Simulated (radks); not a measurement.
Values are calculated unless marked as measured or tabulated.
Se2+, configuration [Ar] 3d8 4s2 4p2 5s2 (not the ground configuration).

Level of theory: scalar-relativistic Kohn-Sham, TASK exchange with Perdew-Wang LDA correlation, spin-polarised, spherical densities, finite nucleus; open shells are filled with parallel spins first; meta-GGA in the generalised Kohn-Sham scheme; Fermi nuclear charge, rms radius 4.14 fm (a radial shooting solver on a logarithmic mesh with Libxc functionals).

Energy parts (eV):
| part | energy |
|---|---|
| total | -65918.571 |
| kinetic | 67257.314 |
| electron-nucleus | -157120.912 |
| Hartree | 26251.664 |
| exchange-correlation | -2306.637 |

Orbitals (lengths in bohr, moments of r in powers of bohr):
orbital  occ.  eigenvalue (eV)   <1/r>      <r>
1s up       1        -12609.20   34.53  0.04414
1s down     1        -12608.91   34.53  0.04414
2s up       1        -1696.448   7.634   0.1962
2s down     1        -1692.901   7.644   0.1960
2p up       3        -1499.715   7.466   0.1714
2p down     3        -1496.933   7.475   0.1711
3s up       1        -285.4332   2.543   0.5642
3s down     1        -281.0646   2.532   0.5657
3p up       3        -222.8034   2.402   0.5741
3p down     3        -218.1879   2.390   0.5760
3d up       5        -119.2414   2.147   0.5838
3d down     3        -113.7740   2.135   0.5873
4s up       1         -57.0926  0.8928    1.508
4s down     1         -51.6671  0.9006    1.503
4p up       2         -41.0889  0.7948    1.678
5s up       1         -16.2027  0.3587    3.618
5s down     1         -16.0476  0.3400    3.706

The highest occupied level is 5s down at -16.048 eV. Summed over all electrons, <r^2> = 47.97 bohr^2, which gives a Langevin (diamagnetic) susceptibility term of -38 x 10^-6 cm^3/mol. The spin density at the nucleus is -1.631 e/bohr^3 (1s -0.893, 2s -4.746, 3s 3.486, 4s -1.154, 5s 1.676). The electron density at the nucleus is 4.035e+04 e/bohr^3 (large components only). Spin moment in Bohr magnetons: 4.

Empty levels of this run are not shown, since the potential may be unsettled where no density lies.
